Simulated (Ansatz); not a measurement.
Spin states of COOs (SMILES [O+]#[C-]->[Os]), each relaxed at B3LYP-D3(BJ)/def2-TZVP; lowest solutions found, singlets restricted, no spin–orbit coupling, no relativity up to Kr.
Multiplicity 3 (charge 0, multiplicity 3):
```xyz
3

Os    -1.012    -0.808    -0.924
O      0.856     0.730     0.757
C      0.122     0.126     0.097
```
Multiplicity 5 (charge 0, multiplicity 5):
```xyz
3

Os    -1.06268    -0.88922    -0.95743
O      0.89450     0.69768     0.81073
C      0.13501     0.23901     0.07648
```

The values were computed with Ansatz (Gaussian orbitals). Each number belongs to the level named beside it. In def2 rows elements past Kr take small-core potentials, without spin–orbit coupling.

The energy of multiplicity 5 less that of multiplicity 3 (kcal/mol) and the share of exact exchange:

```tsv
functional	exact exchange (%)	value
PBE/def2-TZVPP	0	34.89
PBE0/def2-TZVPP	25	28.03
BLYP/def2-TZVPP	0	39.21
B3LYP/def2-TZVPP	20	34.49
BHLYP/def2-TZVPP	50	26.78
r2SCAN/def2-TZVPP	0	23.85
r2SCANh/def2-TZVPP	10	22.27
```

Question: Take the value as linear in the share of exact exchange along PBE and PBE0. Give the slope, say whether the sign turns, and set the other functionals against that line.

Answer: 
Slope: (28.03 − (34.89))/2.5 = -2.74 kcal/mol for each 10 %. The line keeps its sign from 0 to 100 %. At 50 % it gives 21.2 kcal/mol. The LYP pair gives (26.78 − (39.21))/5 = -2.49 for each 10 %. BHLYP, at 50 %, lies 5.6 from the PBE line. B3LYP, at 20 %, lies 5.1 from the PBE line. r2SCAN, with none, stands -11.0 from PBE. The r2SCAN pair gives -1.58 for 10 %.

Ansatz is a quantum-chemistry and plane-wave program.
